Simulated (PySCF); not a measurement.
GeH₅Si, SMILES [SiH2][GeH3], multiplicity 2. The structure is a stationary point at B3LYP-D3(BJ)/def2-TZVP. The isomer is the one that the SMILES or the coordinates give; other isomers of the formula were not compared.

Computed equilibrium geometry at B3LYP-D3(BJ)/def2-TZVP (PySCF confirms it by a frequency run) as a Z-matrix, and its point group:
point group Cs.
```
Ge
H 1 1.5387
H 1 1.5387 2 108.58
H 1 1.5434 2 108.24 3 117.29
Si 1 2.3837 2 109.77 4 122.70
H 5 1.4861 1 112.92 2 177.35
H 5 1.4861 6 109.26 1 -126.56
```
Charge 0, spin multiplicity 2.
